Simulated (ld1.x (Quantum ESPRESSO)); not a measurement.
# manganese: what ld1.x (Quantum ESPRESSO) 7.5 does with a changed input

Command:

```bash
ld1.x < Mn.in > Mn.out
```

Input:

```
&input
   title='Mn', zed=25., rel=0, dft='PBESOL', iswitch=3,
   config='[Ar] 3d5 4s2 4p0',
   nld=3, rlderiv=1.50, eminld=-8.0, emaxld=5.0, deld=0.04
 /
 &inputp
   pseudotype=2, tm=.false., lloc=2,
   nlcc=.true., new_core_ps=.true.,
   file_pseudopw='Mn.UPF', file_wfcaegen='ae.wfc', file_wfcncgen='nc.wfc', file_beta='beta', file_chi='chi'
 /
3
3S  1  0   2.00   0.00  1.20  1.20  0.0
3D  3  2   5.00   0.00  1.35  1.35  0.0
3P  2  1   6.00   0.00  0.85  0.85  0.0
 &test
   configts(1)='3s2 3p6 3d5 4s2 4p0'
 /
```

Output:

```
Program LD1 v.7.5

 %%%%%%%%%%%%%%%%%%%%%%%%%%%%%%%%%%%%%%%%%%%%%%%%%%%%%%%%%%%%%%%%%%%%%%%%%%%%%%
     Error in routine ld1_setup (3):
     mismatch between lloc and l of the wavefunction chosen for local potential
 %%%%%%%%%%%%%%%%%%%%%%%%%%%%%%%%%%%%%%%%%%%%%%%%%%%%%%%%%%%%%%%%%%%%%%%%%%%%%%

     stopping ...
```

Q: This input was made by a single change from one that runs to its end. What was changed?

A: The change: lloc set to 2 without reordering the list of waves. The program refuses the input: "ld1_setup: mismatch between lloc and l of the wavefunction chosen for local potential".
